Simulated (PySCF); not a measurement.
A side-by-side comparison of computed properties.

First species: C₄H₁₁N₂ (charge +1).
Bonds: N1–C2, C2–C3, C3–C4, C4–N5, N5–C6, C3–C6. Hydrogens: H7, H8 on N1; H9, H10 on C2; H11 on C3; H12, H13 on C4; H14, H15 on N5; H16, H17 on C6.

Second species: C6H8F2O.
Cartesian coordinates in Å at the GFN2-xTB level; atoms count from 1:
```
atom  x, y, z in Å
C1     1.075    2.677    0.490
C2     0.981    1.457   -0.002
C3     0.202    0.346    0.636
F4    -0.196    0.716    1.916
C5    -1.058   -0.081   -0.137
C6    -1.173   -1.554    0.253
C7     0.301   -1.933    0.373
F8     0.773   -2.302   -0.877
O9     0.989   -0.807    0.783
H10    0.591    2.951    1.412
H11    1.643    3.440   -0.012
H12    1.471    1.158   -0.916
H13   -0.886    0.029   -1.207
H14   -1.913    0.520    0.162
H15   -1.679   -2.165   -0.489
H16   -1.658   -1.663    1.222
H17    0.530   -2.776    1.034
```

Levels: PBE0/def2-SVPD for HOMO energy, LUMO energy, HOMO–LUMO gap and static isotropic polarisability; TDDFT PBE0/def2-SVPD for lowest singlet excitation; TDA PBE0/def2-SVPD for lowest triplet excitation (Tamm–Dancoff). Geometries: GFN2-xTB. All species are isolated and taken at one optimised geometry, non-relativistic unless stated; the electronic structure was computed with PySCF and density fitting.

Dipoles, sizes and rotational constants follow the conformer. The torsions of the flexible species, by atom-mapped SMILES:
- `[NH2:1][CH2:2][CH:3]1[CH2:4][NH2+:5][CH2:6]1`: N1–C2–C3–C4 -46°, H–N1–C2–C3 120°, H–N1–C2–C3 -120°

The conformers of `C=C[C@@]1(F)CC[C@@H](F)O1` aren't listed.

Values for the first species:

| Quantity | Value |
| --- | --- |
| HOMO energy | -12.46 eV |
| LUMO energy | -3.70 eV |
| HOMO–LUMO gap | 8.76 eV |
| Lowest singlet excitation | 7.49 eV |
| Lowest triplet excitation (Tamm–Dancoff) | 7.20 eV |
| Static isotropic polarisability | 56.6 au |

(1) Estimate the same properties for the second species, and the change in each.

## Answers

(1) 
```csv
property,first,second,second less first
HOMO energy,-12.46 eV,-8.09 eV,+4.37 eV
LUMO energy,-3.70 eV,-0.20 eV,+3.50 eV
HOMO–LUMO gap,8.76 eV,7.89 eV,-0.87 eV
lowest singlet excitation,7.49 eV,7.54 eV,+0.05 eV
lowest triplet excitation (Tamm–Dancoff),7.20 eV,4.46 eV,-2.74 eV
static isotropic polarisability,56.6 au,74.4 au,+17.8 au
```

On the first: The principal polarisabilities are 53.8, 54.1 and 61.8 au; their mean is the isotropic value. The polarisability is 8.38 Å³ as a volume (1 au = 0.148185 Å³), or 1.18 au for each of the 48 electrons.

On the second: The principal polarisabilities are 62.5, 66.1 and 94.6 au; their mean is the isotropic value. S1 lies 0.35 eV below the HOMO–LUMO gap; its leading configuration is HOMO→LUMO, weight 0.77.
